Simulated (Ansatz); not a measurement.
Computed with Ansatz on PBE0-D4/def2-TZVP structures; ΔE is electronic, products minus reactants. CCSD(T)/CBS is the MP2 limit (def2-TZVPP, def2-QZVPP) plus CCSD(T) − MP2 in def2-TZVPP, frozen cores. This one scheme is used for every species. Functionals use def2-TZVPP. B3LYP here is the variant with VWN-RPA as its local correlation; programs differ in this. For Ge outer-core shells are correlated without core-valence functions, which leaves a few kJ/mol of doubt a bond. Scalar relativity is left out up to krypton. One conformer a species, not always the lowest.

`FB(S)[CH2][GeH3]` + H–F → `FB(F)S` + `[CH3][GeH3]`  (ligand exchange at a B–C bond)

```
             level  ΔE (kcal/mol)  difference from CCSD(T)/CBS
         r2SCAN-D4          -30.1                         -2.9
           ωB97M-V          -29.5                         -2.3
            r2SCAN          -30.6                         -3.4
              PBE0          -29.3                         -2.1
             B3LYP          -32.3                         -5.1
CCSD(T)/def2-TZVPP          -28.5                         -1.3
     HF/def2-QZVPP          -35.4                         -8.2
    MP2/def2-QZVPP          -26.7                          0.5
      HF/CBS(def2)          -35.4                         -8.2
     MP2/CBS(def2)          -26.1                          1.1
       CCSD(T)/CBS          -27.2                            0
```

Largest T1 diagnostic among the species: 0.013.

The D4 term adds +2.6 kcal/mol with B3LYP and +1.5 kcal/mol with PBE0; it sums over pairs of atoms, weighted by their polarisabilities, and B3LYP, whose exchange is more repulsive, gets the larger term. In def2-TZVPP, CCSD(T) changes the Hartree–Fock value by +6.7 kcal/mol (the triples alone add +0.9 kcal/mol) and MP2 by +7.8 kcal/mol.
